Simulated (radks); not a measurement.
Coulomb parameter of the 4f shell of neutral gadolinium in the model configuration [Xe] 4f7 5d1 6s2, as a second difference U = [E(n + 0.25) + E(n - 0.25) - 2 E(n)] / (0.25)^2 with all orbitals relaxed. "Bare": the charge of the atom changes with n. "Screened": the 5d shell takes up the change at fixed total charge, which measures U(4f,4f) + U(5d,5d) - 2 U(4f,5d). Method: scalar-relativistic Kohn-Sham, PBE, spin-unpolarised, spherical densities, point nucleus; computed with a radial shooting solver on a logarithmic mesh with Libxc functionals.

case                     configuration  E - E(n) (eV)
start                 [Xe] 4f7 5d1 6s2          0.000
bare +0.25         [Xe] 4f7.25 5d1 6s2         -1.776
bare -0.25         [Xe] 4f6.75 5d1 6s2          2.621
screened +0.25  [Xe] 4f7.25 5d0.75 6s2         -1.393
screened -0.25  [Xe] 4f6.75 5d1.25 6s2          1.715

U(bare) = 13.523 eV, U(screened by 5d) = 5.148 eV, against the Slater integral F0(4f,4f) = 29.445 eV with frozen orbitals. The step up makes a negative ion, whose loosely bound charge lowers the bare value.
